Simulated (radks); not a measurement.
Problem. Mo+, 41 electrons, occupied as [Kr] 4d5 (the NIST ground configuration). All-electron calculation, scalar-relativistic Kohn-Sham, LDA (Slater exchange, VWN5 correlation), spin-polarised, spherical densities, finite nucleus; open shells are filled with parallel spins first (spin-orbit coupling, left out, can overturn this in heavy ions); Fermi nuclear charge, rms radius 4.4091 fm. Program: a radial shooting solver on a logarithmic mesh with Libxc functionals. Some entries of the table are withheld. Estimate them.

orbital,occ.,eigenvalue (hartree),<r> (bohr)
1s down,1,-727.6650,0.03521
1s up,1,-727.6648,0.03521
2s up,1,-103.0002,0.1539
2s down,1,-102.9823,0.1539
2p up,3,-92.17536,0.1340
2p down,3,-92.16152,0.1340
3s up,1,-17.70545,0.4298
3s down,1,-17.69265,0.4297
3p up,3,-14.15913,0.4313
3p down,3,-14.14517,0.4311
3d up,5,-8.37001,0.4157
3d down,5,-8.35112,0.4154
4s up,1,-2.64474,1.110
4s down,1,-2.55010,1.104
4p up,3,-1.70036,(1)
4p down,3,-1.59758,(2)
4d up,5,(3),(4)
4d down,0,(5),(6)

Solution. 
(1) 4p up <r> (bohr): 1.241
(2) 4p down <r> (bohr): 1.234
(3) 4d up eigenvalue (hartree): -0.42455
(4) 4d up <r> (bohr): 1.871
(5) 4d down eigenvalue (hartree): -0.31857
(6) 4d down <r> (bohr): 1.963
